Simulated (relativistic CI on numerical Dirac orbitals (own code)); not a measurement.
**Spin-allowed bands of a d2 ion in a tetrahedral site, by hand**

Problem. A d2 ion in a tetrahedral site has a 3A2 ground term and spin-allowed bands at ν1 = 6200 and ν2 = 10217 cm⁻¹ (from a computed ligand-field model). Find Δ and the Racah parameter B, and predict the third band.

Working.
1. The F term splits into A2 (−1.2Δ), T2 (−0.2Δ) and T1 (+0.6Δ), so ν1 = E(T2) − E(A2) = Δ = 6200 cm⁻¹.
2. T1(F) mixes with T1(P), which lies at 15B, through an element 0.4Δ. The two roots, counted from A2, are ν2,3 = ½(15B + 3Δ) ∓ ½√[(15B − Δ)² + 12BΔ].
3. Solving the lower root for B gives B = (2ν1² + ν2² − 3ν1ν2)/(15ν2 − 27ν1) = -8769111/-14145 = 620 cm⁻¹.
4. The sum of the roots is 15B + 3Δ, so ν3 = 15B + 3ν1 − ν2 = 17682 cm⁻¹ (566 nm).

Check. The bands were computed by exact diagonalisation of the d2 shell with B = 620 and Δ = 6200 cm⁻¹, which gives ν3 = 17683 cm⁻¹. C does not enter the terms of highest spin.
